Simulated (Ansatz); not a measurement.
Reaction (formal exchange of groups at the Si–C bond): `C=C(O)[SiH2]C=O` + `CBr` → `O=C[SiH2]Br` + `C=C(C)O`

Computed with Ansatz on PBE0-D4/def2-TZVP structures; ΔE is electronic, products minus reactants. CBS: MP2 limit from def2 TZ/QZ plus the TZ coupled-cluster correction, frozen cores. Functionals use def2-TZVPP. For Br outer-core shells are correlated without core-valence functions, which leaves a few kJ/mol of doubt a bond. Scalar relativity is left out up to krypton. Each species was taken in one conformer, which may not be the lowest.

```
           level  ΔE (kJ/mol)  difference from CCSD(T)/CBS
     LDA (SPW92)       -140.6                         -3.1
          PBE-D4       -130.8                          6.7
       revPBE-D4       -128.1                          9.4
         BLYP-D4       -123.5                         14.0
    CAM-B3LYP-D4       -135.3                          2.2
         ωB97X-V       -136.0                          1.5
    MP2/def2-SVP       -150.2                        -12.7
CCSD(T)/def2-SVP       -144.2                         -6.7
  MP2/def2-TZVPP       -138.7                         -1.2
  MP2/def2-QZVPP       -141.6                         -4.1
     CCSD(T)/CBS       -137.5                            0
```

Question: What do rigid-rotor, harmonic-oscillator terms from PBE0-D4/def2-TZVP frequencies (298.15 K, 1 bar) make of the CCSD(T)/CBS value? (An estimate is asked.)

Answer: The calculation gave: ΔZPE = +4.4 kJ/mol, ΔH = -134.5 kJ/mol, ΔS = 2 J/(mol·K), ΔG = -135.0 kJ/mol. Modes under 50 cm⁻¹ make the entropy rough.

Largest T1 diagnostic among the species: 0.015.

Leaving LDA and LC-ωPBE aside and taking each functional with its dispersion term where it has one, the values, not all of them listed here, spread over 20.0 kJ/mol, from r2SCAN0-D4 to BLYP-D4. LDA lies −8.8 kJ/mol from PBE without D4. At CCSD(T), def2-SVP lies −6.6 kJ/mol from the extrapolated value and def2-TZVPP +4.9 kJ/mol. From BLYP to BHLYP (50 % exact exchange), in def2-TZVPP and without D4, ΔE moves by −14.6 kJ/mol.
